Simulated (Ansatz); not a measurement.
This geometry of CH$_{6}$N$_{2}$OSSi (12 atoms, charge 0, multiplicity 1) is a first-order saddle point.

Theory: Ansatz, RKS BLYP/6-31G*.

```xyz
12
Properties=species:S:1:pos:R:3
N 0.353 -1.317 -1.334
C -0.170 -1.299 -0.115
S -0.967 -2.862 0.118
N -0.126 -0.287 0.825
Si 0.424 1.391 0.635
O -0.777 2.489 0.246
H 0.948 -0.540 -1.660
H -0.206 -2.641 -1.332
H -0.599 -0.531 1.698
H 0.896 1.821 1.974
H 1.506 1.336 -0.393
H -1.205 2.384 -0.627
```

Q: Which two structures does it join? (They come from a converged band through this point; their orientation in space is the band's.)

A: Bonds broken: S3–H8. Bonds formed: N1–H8.

Image 0:

```xyz
12
Properties=species:S:1:pos:R:3
N 0.437 -1.179 -1.528
C -0.042 -1.224 -0.336
S -1.054 -2.664 0.160
N 0.072 -0.288 0.713
Si 0.437 1.441 0.610
O -0.885 2.448 0.391
H 1.045 -0.352 -1.653
H -0.722 -3.399 -0.934
H -0.264 -0.627 1.619
H 0.960 1.810 1.949
H 1.438 1.597 -0.487
H -1.346 2.381 -0.470
```

Image 6:

```xyz
12
Properties=species:S:1:pos:R:3
N 0.087 -1.236 -1.283
C -0.285 -1.411 0.038
S -1.099 -2.788 0.569
N 0.023 -0.347 0.885
Si 0.455 1.339 0.528
O -0.828 2.366 0.216
H 0.908 -0.663 -1.489
H -0.009 -2.073 -1.857
H -0.288 -0.555 1.838
H 1.065 1.866 1.774
H 1.421 1.287 -0.614
H -1.374 2.158 -0.570
```

Q: How far does it lie above each of them?

A: 0.94 eV above the first and 1.68 eV above the second. This is the barrier of this one path; another mechanism may lie lower. The orbitals stay closed-shell, which can raise the energy where a bond breaks towards radicals; this wasn't checked here.

The run took 5.8 min on 2 threads of Arm Neoverse V2 (shared host), peak memory 0.15 GiB.
